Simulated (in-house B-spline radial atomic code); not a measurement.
# Ionising Tc⁸⁺ with different functionals

Computed with a B-spline radial code for spherical atoms: non-relativistic Hamiltonian, point nucleus, spin-polarised at highest spin, spherical fractional occupations for the functionals, and exact exchange of hybrids averaged over the configuration. The ionisation energy is the difference of two self-consistent energies, [Ar] 3d10 4s2 4p5 → [Ar] 3d10 4s2 4p4, without Breit or QED terms; ε is the level of the shell that loses the electron (its least bound occupied spin orbital). There is no spin-orbit coupling in this Hamiltonian.

```json
{"method": "PBE0", "rung": "global hybrid", "ΔSCF (eV)": "170.52", "-ε(4p) (eV)": "163.37"}
{"method": "B3LYP", "rung": "global hybrid", "ΔSCF (eV)": "170.59", "-ε(4p) (eV)": "162.86"}
{"method": "TPSSh", "rung": "global hybrid", "ΔSCF (eV)": "170.61", "-ε(4p) (eV)": "161.97"}
{"method": "M06-2X", "rung": "global hybrid", "ΔSCF (eV)": "170.58", "-ε(4p) (eV)": "166.28"}
{"method": "BHandHLYP", "rung": "global hybrid", "ΔSCF (eV)": "170.34", "-ε(4p) (eV)": "165.74"}
{"method": "r2SCAN0", "rung": "global hybrid", "ΔSCF (eV)": "170.72", "-ε(4p) (eV)": "163.73"}
{"method": "B97-1", "rung": "global hybrid", "ΔSCF (eV)": "170.49", "-ε(4p) (eV)": "162.93"}
{"method": "HSE06", "rung": "range-separated hybrid", "ΔSCF (eV)": "170.47", "-ε(4p) (eV)": "162.88"}
{"method": "wB97X", "rung": "range-separated hybrid", "ΔSCF (eV)": "170.34", "-ε(4p) (eV)": "165.81"}
{"method": "CAM-B3LYP", "rung": "range-separated hybrid", "ΔSCF (eV)": "170.54", "-ε(4p) (eV)": "164.84"}
{"method": "LC-wPBE", "rung": "range-separated hybrid", "ΔSCF (eV)": "170.59", "-ε(4p) (eV)": "166.24"}
```

Q: Among the functionals, which spreads more, the ΔSCF values or the orbital energies?

A: The orbital energies: ΔSCF values span about 0.38 eV and the orbital energies 4.31 eV; here energy differences depend much less on the functional than eigenvalues do.

Q: How do they compare with the NIST value?

A: NIST lists 169 eV ± 2.2 (tabulated theory, ground level to ground level). Errors run from +1.34 to +1.72 eV; all lie within about twice that uncertainty, so the table can't rank the methods.
